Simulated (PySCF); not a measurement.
## InH at B3LYP

Level: B3LYP. In def2-TZVP with ECP28, H def2-TZVP; scalar-relativistic core potentials (PySCF 2.14).

| Property | Result |
| --- | --- |
| state | ¹Σ⁺ (singlet), closed shell |
| bond length | 3.519 bohr |
| harmonic wavenumber | 1431 cm⁻¹ |
| force constant | 1.21 mdyn/Å |
| rotational constant Be | 4.866 cm⁻¹ |
| anharmonicity ωexe | 22.6 cm⁻¹ |
| vibration–rotation constant αe | 0.136 cm⁻¹ |
| well depth De to In + H | 2.75 eV |
| dissociation energy D0 | 2.66 eV |
| HOMO–LUMO gap | 3.58 eV |
| bond order (Mayer) | 0.91 |
| dipole moment (positive dipole means In(−)H(+)) | -0.98 D |

These are scalar-relativistic numbers at best; spin–orbit coupling would shift them, the dissociation energy most.
